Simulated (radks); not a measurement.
Computed order of ionisation of platinum. At each step one electron was removed from each of the four highest sub-shells of the ion before, moves of one valence electron (up to charge 6) and the configuration listed by NIST were tried, and the lowest configuration was kept. All-electron calculation, non-relativistic Kohn-Sham, PBE, spin-polarised, spherical densities, point nucleus. Program: a radial shooting solver on a logarithmic mesh with Libxc functionals. Open shells are filled with parallel spins first.

[
 {"species": "Pt", "lowest configuration found": "[Xe] 4f14 5d10", "NIST configuration": "[Xe] 4f14 5d9 6s1 lies 1.914 eV higher", "margin to the next tried (eV)": "1.914", "IE (eV)": "9.386", "NIST IE (eV)": "8.959", "kind": "exp."},
 {"species": "Pt+", "lowest configuration found": "[Xe] 4f14 5d9", "NIST configuration": "same", "margin to the next tried (eV)": "4.212", "IE (eV)": "20.070", "NIST IE (eV)": "18.6", "kind": "exp."},
 {"species": "Pt2+", "lowest configuration found": "[Xe] 4f14 5d8", "NIST configuration": "same", "margin to the next tried (eV)": "6.792", "IE (eV)": "32.130", "NIST IE (eV)": "29", "kind": "theory"},
 {"species": "Pt3+", "lowest configuration found": "[Xe] 4f14 5d7", "NIST configuration": "same", "margin to the next tried (eV)": "9.541", "IE (eV)": "45.234", "NIST IE (eV)": "43", "kind": "theory"},
 {"species": "Pt4+", "lowest configuration found": "[Xe] 4f14 5d6", "NIST configuration": "same", "margin to the next tried (eV)": "12.375", "IE (eV)": "59.165", "NIST IE (eV)": "56", "kind": "theory"},
 {"species": "Pt5+", "lowest configuration found": "[Xe] 4f14 5d5", "NIST configuration": "same", "margin to the next tried (eV)": "20.182", "IE (eV)": "78.502", "NIST IE (eV)": "75", "kind": "theory"},
 {"species": "Pt6+", "lowest configuration found": "[Xe] 4f14 5d4", "NIST configuration": "same", "margin to the next tried (eV)": "24.081", "IE (eV)": "94.488", "NIST IE (eV)": "91", "kind": "theory"},
 {"species": "Pt7+", "lowest configuration found": "[Xe] 4f14 5d3", "NIST configuration": "same", "margin to the next tried (eV)": "46.322", "IE (eV)": "111.06", "NIST IE (eV)": "109", "kind": "theory"},
 {"species": "Pt8+", "lowest configuration found": "[Xe] 4f14 5d2", "NIST configuration": "same", "margin to the next tried (eV)": "48.177", "IE (eV)": "128.14", "NIST IE (eV)": "126", "kind": "theory"},
 {"species": "Pt9+", "lowest configuration found": "[Xe] 4f14 5d1", "NIST configuration": "same", "margin to the next tried (eV)": "50.164", "IE (eV)": "145.66", "NIST IE (eV)": "145", "kind": "semi-emp."},
 {"species": "Pt10+", "lowest configuration found": "[Xe] 4f14", "NIST configuration": "same", "margin to the next tried (eV)": "52.311", "IE (eV)": "218.21", "NIST IE (eV)": "220", "kind": "semi-emp."},
 {"species": "Pt11+", "lowest configuration found": "[Kr] 4d10 4f14 5s2 5p5", "NIST configuration": "same", "margin to the next tried (eV)": "32.279", "IE (eV)": "238.71", "NIST IE (eV)": "245", "kind": "theory"},
 {"species": "Pt12+", "lowest configuration found": "[Kr] 4d10 4f14 5s2 5p4", "NIST configuration": "same", "margin to the next tried (eV)": "32.785", "IE (eV)": "259.34", "NIST IE (eV)": "269", "kind": "theory"},
 {"species": "Pt13+", "lowest configuration found": "[Kr] 4d10 4f14 5s2 5p3", "NIST configuration": "same", "margin to the next tried (eV)": "33.287", "IE (eV)": "285.59", "NIST IE (eV)": "293", "kind": "theory"}
]

Reference values: NIST Atomic Spectra Database (exp. = measured, semi-emp. = semi-empirical, theory = theoretical value adopted there). Relativity is left out here, which matters for elements this heavy. Open shells are spherical and high-spin; term and fine-structure splittings are not resolved.
